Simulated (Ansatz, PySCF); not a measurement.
Gas-phase reaction in SMILES: Cc1ccc(C)[nH]1 + 6 C (CH4) + N (NH3) → 2 C=C (C2H4) [ethene] + 3 CC (C2H6) [ethane] + 2 CN (CH5N)
Geometries: B3LYP-D3(BJ)/def2-TZVP minima from Ansatz (a first-principles code).

Quantity: bond separation energy (0 K, with B3LYP-D3(BJ) harmonic zero-point energies from PySCF), in kcal/mol. Correlated levels leave the core frozen unless marked. Spin-orbit coupling is left out. Non-relativistic. CBS marks a two-point X^-3 extrapolation of the correlation energy; Hartree-Fock from the larger set. [CCSD(T)-MP2]/basis is that difference in the basis named.

Level to compare with: RI-MP2/CBS(cc-pVTZ,cc-pVQZ)+[CCSD(T)-MP2]/cc-pVTZ (Ansatz), 65.4 kcal/mol. It is a level with limits of its own, and the differences hold the functionals' basis error too.

**Question.** Rank these functionals by how close they come to RI-MP2/CBS(cc-pVTZ,cc-pVQZ)+[CCSD(T)-MP2]/cc-pVTZ, closest first: wB97X-V/def2-TZVPD (Ansatz); wB97X/def2-TZVPD (Ansatz); r2SCAN0/def2-TZVPD (Ansatz).

**Answer.** wB97X-V/def2-TZVPD (range-separated hybrid with VV10, 65.5 kcal/mol, difference 0.1), wB97X/def2-TZVPD (range-separated hybrid, 64.3 kcal/mol, difference -1.1), r2SCAN0/def2-TZVPD (hybrid meta-GGA, 70.1 kcal/mol, difference 4.7)
